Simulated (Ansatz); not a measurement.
`CSB(C)F`. Charge 0, multiplicity 1. Geometry: relaxed with PBE0-D4/def2-TZVP. It is a higher conformer; a search finds a lower one.

```xyz
11

C     0.644    1.679    0.013
S     1.072    0.437    1.256
B     0.144   -1.017    0.749
C    -0.800   -1.160   -0.485
F     0.323   -2.080    1.539
H     1.210    2.576    0.261
H    -0.418    1.915    0.043
H     0.927    1.351   -0.985
H    -1.729   -1.655   -0.184
H    -1.049   -0.226   -0.988
H    -0.326   -1.821   -1.219
```

**Question.** What is the dipole moment at ωB97M-V/def2-TZVPP? (An estimate is asked.)

**Answer.** Computed: 2.66 D, with components (-0.86, 1.51, -2.02) D in this frame, pointing from negative to positive charge.

**Question.** And with PBE, r2SCAN, B3LYP? (Estimate.)

**Answer.** Ansatz gave: PBE 2.61 D, r2SCAN 2.73 D, B3LYP 2.69 D.

**Question.** Give the Mulliken charges with ωB97M-V, PBE, B3LYP in def2-TZVPP. (Estimate.)

**Answer.** Computed: 
```tsv
atom	ωB97M-V	PBE	B3LYP
C1	-0.36	-0.26	-0.27
S2	-0.08	-0.13	-0.13
B3	0.26	0.26	0.30
C4	-0.36	-0.35	-0.32
F5	-0.24	-0.20	-0.25
H6	0.14	0.13	0.13
H7	0.14	0.12	0.12
H8	0.14	0.12	0.12
H9	0.13	0.12	0.11
H10	0.10	0.08	0.09
H11	0.12	0.11	0.11
```

B3LYP here is the variant with VWN-RPA as its local correlation; programs differ in this.
